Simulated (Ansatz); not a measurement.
Program: Ansatz. Geometries: PBE0-D4/def2-TZVP. ΔE: electronic, gas phase. CCSD(T)/CBS adds triple-zeta CCSD(T) − MP2 to the extrapolated MP2 energy (def2 sets, frozen cores). This one scheme is used for every species. Functionals use def2-TZVPP. B3LYP here is the variant with VWN-RPA as its local correlation; programs differ in this. def2 core potentials past Kr. For Hf, Se outer-core shells are correlated without core-valence functions, which leaves a few kJ/mol of doubt a bond. Scalar relativity is left out up to krypton. Each species was taken in one conformer, which may not be the lowest.

`[OH][Hf]([F])([F])[F]` + H₂Se → `[F][Hf]([F])([F])[SeH]` + H₂O  (ligand exchange at the Hf–O bond)

```csv
level,ΔE (kJ/mol)
B3LYP-D4,43.2
revPBE,34.9
BLYP,47.2
PBE0,34.6
B3LYP,46.0
r2SCANh,37.6
LC-ωPBE,48.3
HF/def2-QZVPP,47.1
```

What does CCSD(T)/CBS give? (Estimate.)

Computed: +34.8 kJ/mol. The listed levels differ from it by 8.4, 0.1, 12.4, -0.2, 11.2, 2.8, 13.5, 12.3 kJ/mol.

Largest T1 diagnostic among the species: 0.016.

In def2-TZVPP, CCSD(T) changes the Hartree–Fock value by −9.9 kJ/mol (the triples alone add −3.2 kJ/mol) and MP2 by −12.7 kJ/mol. Leaving LDA and LC-ωPBE aside and taking each functional with its dispersion term where it has one, the values, not all of them listed here, spread over 19.1 kJ/mol, from HSE06-D4 to CAM-B3LYP-D4. LDA lies +3.3 kJ/mol from PBE without D4. At CCSD(T), def2-SVP lies +29.3 kJ/mol from the extrapolated value and def2-TZVPP +2.8 kJ/mol.
